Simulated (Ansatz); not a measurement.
A nudged elastic band was laid between two geometries of BH6N3 + H2O (13 atoms, charge 0, multiplicity 1).

Theory: Ansatz 0.2.0, RKS CAM-B3LYP-D4/def2-SVP.

| Item | Value |
| --- | --- |
| movable images | 9 |
| climbing image | yes |
| spring | 5.0 eV/Å² |
| optimiser | quadratic models (default) |
| start path | through a guess of the saddle point |
| force threshold | 0.03 eV/Å |
| iteration limit | 60 |
| end points | relaxed |

First end point:

```xyz
13
Properties=species:S:1:pos:R:3
B 0.012 -0.182 0.069
N 0.010 -0.363 1.494
H -0.817 -0.686 1.979
H 0.860 -0.608 1.986
N 1.234 -0.080 -0.645
H 2.121 0.015 -0.171
H 1.266 0.248 -1.600
N -1.245 -0.029 -0.610
H -2.109 -0.340 -0.186
H -1.293 -0.042 -1.621
O -0.733 2.539 0.929
H -1.157 2.017 0.231
H -0.407 1.830 1.503
```

Last end point:

```xyz
13
Properties=species:S:1:pos:R:3
B 0.194 0.516 -0.650
N -0.921 0.267 2.722
H -0.863 -0.281 1.865
H -1.660 0.961 2.652
N 1.266 0.352 -1.556
H 1.314 -0.365 -2.264
H 2.040 1.002 -1.564
N -0.831 -0.484 -0.496
H -0.829 -1.320 -1.067
H -1.772 -0.205 -0.250
O 0.182 1.641 0.142
H -0.347 1.501 0.937
H -0.032 0.731 2.888
```

Question: What changes between the two ends?

Answer: Bonds broken: B1–N2, O11–H13. Bonds formed: B1–O11, N2–H13. BH6N3 + H2O becomes BH5N2O + H3N.

Question: Give the energies along the band, and the barrier.

Answer: It did not converge within its limit. The highest image is number 4 of 0 to 10, 114.1 kJ/mol above the first end and 137.9 kJ/mol above the last; the last end lies 23.8 kJ/mol below the first. The band didn't meet its force threshold, so its energies are provisional: the largest band force was still 0.06 eV/Å, and over the last iterations the top stayed at 1.18 eV. Neighbouring images lie up to 2.1 Å apart, so the band is torn or far too coarse. The orbitals stay closed-shell, which can raise the energy where a bond breaks towards radicals; this wasn't checked here.

```csv
image,path coordinate (Å),energy (kJ/mol),B1–N2 (Å),O11–H13 (Å),B1–O11 (Å)
0,0.00,0.0,1.44,0.97,2.95
1,2.06,6.4,1.42,0.96,3.22
2,4.12,31.5,1.41,0.96,3.04
3,6.18,1.3,1.43,0.97,3.02
4,8.24,114.1,1.58,1.21,1.67
5,10.06,20.0,1.77,2.65,1.43
6,11.88,-13.2,2.86,2.39,1.38
7,13.70,-19.7,3.46,2.14,1.39
8,15.50,-15.2,3.21,2.18,1.39
9,17.31,-18.9,3.35,2.57,1.38
10,19.11,-23.8,3.56,2.90,1.38
```

The band took 60 iterations and roughly 40 core-minutes.

Run time: 12 min on 4 threads of Arm Neoverse V2, with other jobs on the host, peak memory 0.29 GiB.
